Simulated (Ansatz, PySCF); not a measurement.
Molecule: BiF2, charge 0, multiplicity 2. It need not be the lowest isomer of its formula. 
Coordinates optimised at B3LYP-D3(BJ)/def2-TZVP (Ansatz, a first-principles code):
SMILES: [F][Bi][F]
```xyz
3

Bi    -0.1218    -0.0876     0.1883
F     -0.3250     1.6223    -0.8748
F      1.4481    -0.8140    -0.8620
```
Charge 0, spin multiplicity 2.

Dipole moments at this geometry, in debye (magnitudes).

```
level               program  dipole (D)
------------------  -------  ----------
HF/def2-TZVPD         PySCF        4.96
BLYP/def2-TZVPD      Ansatz        4.10
BP86/def2-TZVPD       PySCF        4.02
TPSS/def2-TZVPD       PySCF        4.07
M06-L/def2-TZVPD      PySCF        4.16
r2SCAN/def2-TZVPD    Ansatz        4.18
B97M-V/def2-TZVPD    Ansatz        4.26
B3LYP/def2-TZVPD     Ansatz        4.37
BHLYP/def2-TZVPD     Ansatz        4.70
TPSSh/def2-TZVPD      PySCF        4.20
MN15/def2-TZVPD       PySCF        4.56
LC-wPBE/def2-TZVPD   Ansatz        4.52
wB97X-V/def2-TZVPD   Ansatz        4.48
CCSD(T)/def2-SVPD    Ansatz        4.59
```
